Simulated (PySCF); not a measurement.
Si(H)(OH)2(SiMe3), SMILES [Si]([SiH](O)O)(C)(C)C (C3H12O2Si2) (GFN2-xTB optimised geometry):

```
19

Si    -1.228    -1.815    -1.807
O     -0.776    -3.354    -1.478
O     -0.661    -1.335    -3.267
Si    -0.346    -0.679     0.000
C      1.576    -0.679     0.000
C     -0.922    -1.452     1.650
C     -0.897     1.153     0.000
H     -2.652    -1.771    -2.136
H     -0.939    -4.063    -2.095
H      0.270    -1.220    -3.434
H      1.967    -1.693    -0.034
H      1.976    -0.205     0.893
H      1.977    -0.144    -0.857
H     -2.002    -1.400     1.752
H     -0.487    -0.944     2.506
H     -0.640    -2.499     1.709
H     -0.584     1.666    -0.905
H     -1.977     1.240     0.063
H     -0.476     1.693     0.844
```

Level of theory: PySCF with CAM-B3LYP/def2-SVP.

**Question.** What are the frontier orbital energies and the dipole moment?

**Answer.** HOMO-2 -9.75 eV, HOMO-1 -9.71 eV, HOMO -8.58 eV, LUMO 1.53 eV, LUMO+1 1.96 eV; dipole moment 1.25 D.

On the same geometry PBE/def2-SVP run with PySCF 2.14.0 gives HOMO-2 -7.04 eV, HOMO-1 -6.94 eV, HOMO -5.98 eV, LUMO -0.34 eV, LUMO+1 0.03 eV; dipole moment 1.31 D.

Meta-Löwdin charges at CAM-B3LYP/def2-SVP: Si1 0.94, O2 -0.72, O3 -0.71, Si4 0.65, C5 -0.53, C6 -0.53, C7 -0.54, H8 -0.15, H9 0.33, H10 0.32, H11 0.11, H12 0.11, H13 0.10, H14 0.10, H15 0.10, H16 0.11, H17 0.10, H18 0.10, H19 0.10.
